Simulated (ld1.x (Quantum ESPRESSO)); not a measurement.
# What one change does to a pseudopotential (Bi, TM)

- Element: bismuth
- Generator: ld1.x (Quantum ESPRESSO) 7.5
- Type: norm-conserving Troullier–Martins (Kleinman–Bylander form)
- Functional: PBE
- Relativity: scalar-relativistic
- Frozen core: [Xe] 4f14
- Valence charge: 15
- Reference configuration: 5d10 6s2 6p3
- Partial waves: 6s (bound): rc 1.80 bohr; 6p (bound): rc 2.65 bohr; 5d (bound): rc 1.40 bohr
- Local potential: the d channel
- Core correction: none

Change: all radii scaled by about 1.24 (s 2.22, p 3.28, d 1.74 bohr).

Cutoffs: the cutoffs (Ry, on a coarse ladder) from which the occupation-weighted sum of valence levels, in a spherical-Bessel basis at the reference potential, stays within 10 and 1 mRy of its value at 400 Ry; they do not see the model core or the augmentation charge, which bear on the density cutoff. Errors are all-electron minus pseudo energies relative to the spin-unpolarised reference configuration.

Task: How do hardness, ghosts and transferability respond?

Result: The potential gets neither clearly harder nor softer (55 Ry and 100 Ry → 55 Ry and 90 Ry); both files keep a bound ghost (p, s); of the 6 tests that both files solve, the error grows in 3 and shrinks in 2 by more than 15 % and 0.3 meV (median size 10.0 → 6.5 meV).

```csv
quantity,base,changed
"cutoff, loose",55 Ry,55 Ry
"cutoff, tight",100 Ry,90 Ry
loose cutoff by channel (10 mRy a level),"s 21 Ry, p 6 Ry, d 45 Ry","s 18 Ry, p 6 Ry, d 50 Ry"
bound ghosts,"s, p","s, p"
"tests counted (converged, no solver errors)",6 of 7,6 of 7
"error for 5d10 6s2 6p2, meV [ΔE 7.91 eV]",-5.5,-7.1
"error for 5d10 6s2 6p1, meV [ΔE 23.16 eV]",-16,-30
"error for 5d10 6s2 6p0, meV [ΔE 46.50 eV]",-17,-77
"error for 5d10 6s1 6p3, meV [ΔE 18.73 eV]",-14,-5.9
"error for 5d10 6s1 6p4, meV [ΔE 10.08 eV]",-6.0,+3.2
"error for 5d10 6s2 6p2.5, meV [ΔE 3.10 eV]",-2.0,-2.2
```

Base: Tests not counted: 5d9 6s2 6p3 (solver errors, printed error -13.1 eV). Changed file: Tests not counted: 5d9 6s2 6p3 (solver errors, printed error -20.6 eV). A true bound ghost makes a file unfit for plane-wave use even where its test errors are small: the radial tests pick states by their node count and pass the ghost by. Where a test does run into it, the solver fails or the error is huge.
